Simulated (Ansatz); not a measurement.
Calculated with Ansatz (gas phase, PBE0-D4/def2-TZVP geometries, no zero-point term in ΔE). CBS: MP2 limit from def2 TZ/QZ plus the TZ coupled-cluster correction, frozen cores. This one scheme is used for every species. Triplets are unrestricted, without spin–orbit coupling. Elements past krypton have def2 core potentials. For Te outer-core shells are correlated without core-valence functions, which leaves a few kJ/mol of doubt a bond. Each species was taken in one conformer, which may not be the lowest.

`COC(=S)[TeH]` → `[CH2]` (triplet) + `OC(=S)[TeH]`  (formal loss of a carbene)

| species | CCSD(T)/CBS(def2) energy (Eh) |
| --- | --- |
| `COC(=S)[TeH]` | -819.14051 |
| `[CH2]` (triplet) | -39.09499 |
| `OC(=S)[TeH]` | -779.89386 |

**Question.** Work out ΔE.

**Answer.** ΔE = (-39.09499) + (-779.89386) − (-819.14051) = 0.15166 Eh = +398.2 kJ/mol.

Largest T1 diagnostic among the species: 0.016.

The D4 term adds +12.8 kJ/mol with B3LYP and +7.0 kJ/mol with PBE0; it sums over pairs of atoms, weighted by their polarisabilities, and B3LYP, whose exchange is more repulsive, gets the larger term. From PBE to PBE0 (25 % exact exchange), in def2-TZVPP and without D4, ΔE moves by −10.8 kJ/mol.

B3LYP here is the variant with VWN-RPA as its local correlation; programs differ in this.
